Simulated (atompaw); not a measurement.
**Ge (Z = 32): one change to a PAW (atompaw) potential, before and after**

- Element: germanium (Ge)
- Generator: atompaw 4.2.0.5
- Type: PAW
- Functional: PBE
- Relativity: non-relativistic
- Frozen core: [Ne] 3s2
- Valence charge: 20
- Reference configuration: 3p6 3d10 4s2 4p1.5 (charge +0.5)
- Partial waves: 4s (bound): rc 0.65 bohr; 4s channel at 4.25 Ry: rc 0.65 bohr; 3p (bound): rc 0.85 bohr; 4p (bound): rc 1.45 bohr; 3d (bound): rc 1.45 bohr; 3d channel at -2.05 Ry: rc 1.45 bohr
- Local potential: troulliermartins scheme with l = 3 at 0.5 Ry, radius 1.30 bohr
- Core correction: smooth core density matched at 0.95 bohr
- Augmentation charge: sinc compensation charge, radius 1.20 bohr; PAW radius 1.45 bohr; waves and projectors: custom rrkj gramschmidtortho

All-electron outer shells of the reference configuration (PBE, non-relativistic, ld1.x):

```tsv
shell	level (eV)	outermost node (bohr)	outermost maximum (bohr)
3s	-167.18	0.26	0.55
3p	-118.60	0.23	0.55
3d	-34.38	–	0.50
4s	-15.25	0.78	1.75
4p	-7.42	0.83	2.16
```

Change: wave 4s (bound): rc 0.65 bohr becomes 4s (bound): rc 1.14 bohr.

Cutoffs: the cutoffs (Ry, on a coarse ladder) from which the occupation-weighted sum of valence levels, in a spherical-Bessel basis at the reference potential, stays within 10 and 1 mRy of its value at 400 Ry; they do not see the model core or the augmentation charge, which bear on the density cutoff.

What does the change do?

The potential gets harder (120 Ry and 230 Ry → 140 Ry and 230 Ry); both files keep a bound ghost (s).

| quantity | base | changed |
| --- | --- | --- |
| cutoff, loose | 120 Ry | 140 Ry |
| cutoff, tight | 230 Ry | 230 Ry |
| loose cutoff by channel (10 mRy a level) | s 35 Ry, p 100 Ry, d 45 Ry | s 70 Ry, p 100 Ry, d 45 Ry |
| bound ghosts | s | s |
| s: phases at 1.45 bohr within 0.05 rad from the reference energy up to (Ry; the scan ends near 5) | to the end of the scan | to the end of the scan |
| p: phases at 1.45 bohr within 0.05 rad from the reference energy up to (Ry; the scan ends near 5) | 1.7 | 1.7 |
| d: phases at 1.45 bohr within 0.05 rad from the reference energy up to (Ry; the scan ends near 5) | 4.0 | 4.0 |
| lowest overlap eigenvalue by channel | s 0.51, p 0.49, d 1.00 | s 0.04, p 0.49, d 1.00 |

Base: The 4s radius (0.65 bohr) lies inside the outermost node of the all-electron wave (0.78 bohr), which a nodeless pseudo-wave cannot match soundly. A true bound ghost makes a file unfit for plane-wave use even where its test errors are small: the radial tests pick states by their node count and pass the ghost by. The cutoffs see the waves, projectors and local potential, not the compensation charge or the core.
